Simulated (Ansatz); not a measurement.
Al7H, relaxed as a singlet with RKS B3LYP-D4/def2-SVP in Ansatz, starting from the GFN1-xTB geometry. Force threshold 0.02 eV/Å.

The structure comes from a short search, and lower isomers may exist.

Start:

```xyz
8

Al    1.6209   -2.8512    0.3176
Al    1.5282    1.2245    0.3246
Al   -1.5567    2.8433   -0.0044
Al   -0.2172   -3.1088   -1.3676
Al   -1.5034   -1.1295   -0.3684
Al   -0.5120    0.9528   -1.4571
Al    0.5160   -0.8452    1.4434
H     0.1242    2.9141    1.1117
```

```tsv
step	energy (eV)	largest force component (eV/Å)	SCF passes
1	-46180.9274	1.018	21
2	-46181.4075	0.381	30
3	-46181.5959	0.431	25
4	-46181.7623	0.319	26
5	-46181.8704	0.182	24
6	-46181.9351	0.266	25
7	-46181.9616	0.192	29
8	-46182.0028	0.142	26
9	-46182.0170	0.144	25
10 (rejected)	-46182.0044	0.137	25
11	-46182.0291	0.040	25
14	-46182.0345	0.113	24
17	-46182.0514	0.359	29
20	-46182.1309	0.126	25
23	-46182.1509	0.062	25
26	-46182.1659	0.096	25
29	-46182.1784	0.082	25
32	-46182.2233	0.119	24
35	-46182.2679	0.263	27
38	-46182.3412	0.122	24
41	-46182.3603	0.082	24
44	-46182.3651	0.030	19
47	-46182.3769	0.252	24
50	-46182.4388	0.207	24
53	-46182.4644	0.010	20
```

Force components are those of the run's own axes.

End:

```xyz
8

Al    0.2017   -3.0393    0.5679
Al    0.6323    1.2532    1.2123
Al   -1.3968    2.0090   -0.3671
Al    0.2534   -1.8927   -1.7505
Al   -0.8378   -0.5611    0.2214
Al   -0.2918    0.5786   -2.1987
Al    1.5725   -1.0959    1.5845
H    -0.1335    2.7481    0.7302
```

Bonds lost: Al2–Al6 (atoms count from 1). Bonds formed: Al1–Al5, Al2–Al5, Al2–H8, Al3–Al5, Al4–Al6 (atoms count from 1). Metal–metal contacts that move far: Al2–Al3 3.50 to 2.68 Å. The end is the same structure that another start reached, the lowest one found.

The force fell under the threshold at step 43, but the optimiser went on and released 0.100 eV more. No frequencies were taken in this run, so the end may be a saddle point.

Run time 2 min (4 threads of Arm Neoverse V1 on a shared host).
